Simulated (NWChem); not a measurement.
System: CH₆F₂Si₂; SMILES [SiH3][Si@H](F)CF

```xyz
11

F      1.1809     1.8672    -0.0397
C     -0.1471     1.6507    -0.3687
Si    -0.6373    -0.0078     0.4158
F     -2.0730    -0.4511    -0.2293
Si     1.0143    -1.5915    -0.0946
H     -0.2496     1.6170    -1.4678
H     -0.7539     2.4970    -0.0028
H     -0.8334     0.1551     1.8861
H      0.5549    -2.9640     0.2774
H      2.2589    -1.2683     0.6654
H      1.3067    -1.5533    -1.5598
```
Atoms are numbered in this order, from 1.

Level: PBE0/def2-SVP (NWChem), optimised geometry, unscaled harmonic frequencies. 

**Question.** List the harmonic frequencies with IR intensities, and the thermochemistry.

**Answer.** 
| frequency (cm⁻¹) | IR intensity (km/mol) |
|---|---|
| 52 | 4.4 |
| 103 | 4.1 |
| 110 | 1.2 |
| 167 | 10.4 |
| 201 | 13.6 |
| 305 | 2.3 |
| 417 | 3.4 |
| 492 | 18.5 |
| 514 | 17.1 |
| 677 | 12.5 |
| 728 | 48.6 |
| 808 | 111.9 |
| 835 | 247.1 |
| 890 | 67.3 |
| 900 | 16.7 |
| 930 | 46.5 |
| 936 | 73.6 |
| 1084 | 64.2 |
| 1232 | 6.4 |
| 1304 | 1.0 |
| 1457 | 6.1 |
| 2228 | 62.1 |
| 2237 | 15.0 |
| 2242 | 86.9 |
| 2247 | 147.2 |
| 3058 | 13.4 |
| 3123 | 8.9 |

```yaml
zero_point_energy: 41.8 kcal/mol
thermal correction to the enthalpy at 298.15 K (with zero-point energy): 47.5 kcal/mol
heat capacity Cv: 26.7 cal/(mol K)
entropy at 298.15 K and 1 atm (symmetry number 1): 89.1 cal/(mol K)
dipole_moment: 0.45 D
```

Rigid rotor and harmonic oscillator; modes under 100 cm⁻¹ make the entropy uncertain.
